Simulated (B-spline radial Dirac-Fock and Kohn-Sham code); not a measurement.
## Satellites and hypersatellites of the K lines of Ta

System: the Ta atom, [Xe] 4f14 5d3 6s2.

Calculated with a B-spline atomic structure program, using ΔSCF Dirac-Fock with Breit, self-energy and vacuum polarisation, finite nucleus, configuration average. Each two-hole energy is an average over J within one jj subconfiguration, not an observable level; in light atoms, where LS coupling holds, the j-resolved values are not observed lines, and for a K spectator the Kα1 hypersatellite is nearly forbidden. Correlation energy is missing from these numbers.

Lines without a spectator: Kα2 (K-L2) 56273.7 eV, Kα1 (K-L3) 57529.6 eV, Kβ3 (K-M2) 64938.3 eV, Kβ1 (K-M3) 65212.2 eV. Shifts in eV with one spectator hole (a dash: not computed, or left out as unreliable):

```
spectator hole     Kα2      Kα1      Kβ3      Kβ1
        K (1s)  +961.5  +1031.9  +1244.0  +1260.4
    L2 (2p1/2)  +122.0   +163.8        –   +313.2
    L3 (2p3/2)   +93.3   +102.0   +237.8        –
    M2 (3p1/2)       –   +25.73    +49.8    +59.1
    M3 (3p3/2)  +14.27        –    +42.7    +43.2
    M4 (3d3/2)   +4.83    +1.43        –        –
    M5 (3d5/2)   -0.49    +3.46        –        –
```
